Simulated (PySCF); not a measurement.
TaOBr₂, SMILES [Br][Ta]([Br])=[O] (connectivity only; charge and spin as stated), neutral, multiplicity 2. Atoms are numbered in the order given.

```xyz
4

Ta     0.0000     0.0000    -0.3743
O      0.0000     0.0000    -2.0897
Br     0.0000    -2.2543     0.6292
Br     0.0000     2.2543     0.6292
```
Charge 0, spin multiplicity 2.

Geometry optimised at B3LYP-D3(BJ)/def2-SVP. The spin state was assumed, not searched. The def2 effective core potentials stand for the cores of Ta; spin–orbit coupling is left out.

Method: TDA-CAM-B3LYP/def2-SVPD in PySCF.

Vertical excitations. 

```json
[
 {"state": "root 1", "energy (eV)": "1.17", "λ (nm)": "1056", "f": "0.000", "main pairs": "α HOMO→LUMO 98 %"},
 {"state": "root 2", "energy (eV)": "2.67", "λ (nm)": "464", "f": "0.006", "main pairs": "α HOMO→LUMO+1 93 %"},
 {"state": "root 3", "energy (eV)": "3.95", "λ (nm)": "314", "f": "0.007", "main pairs": "α HOMO→LUMO+2 95 %"},
 {"state": "root 4", "energy (eV)": "3.97", "λ (nm)": "312", "f": "0.000", "main pairs": "α HOMO→LUMO+3 96 %"},
 {"state": "root 5", "energy (eV)": "4.34", "λ (nm)": "286", "f": "0.000", "main pairs": "α HOMO−1→LUMO 92 %"},
 {"state": "root 6", "energy (eV)": "4.49", "λ (nm)": "276", "f": "0.000", "main pairs": "β HOMO→LUMO 88 %"},
 {"state": "root 7", "energy (eV)": "4.55", "λ (nm)": "273", "f": "0.000", "main pairs": "α HOMO−2→LUMO 89 %"},
 {"state": "root 8", "energy (eV)": "4.62", "λ (nm)": "268", "f": "0.009", "main pairs": "α HOMO−3→LUMO 64 %, β HOMO−2→LUMO+1 27 %"},
 {"state": "root 9", "energy (eV)": "4.69", "λ (nm)": "265", "f": "0.002", "main pairs": "α HOMO−4→LUMO 25 %, β HOMO−1→LUMO 58 %, β HOMO−3→LUMO+1 11 %"},
 {"state": "root 10", "energy (eV)": "4.73", "λ (nm)": "262", "f": "0.000", "main pairs": "β HOMO→LUMO+1 93 %"}
]
```
Unrestricted roots are not spin-pure.
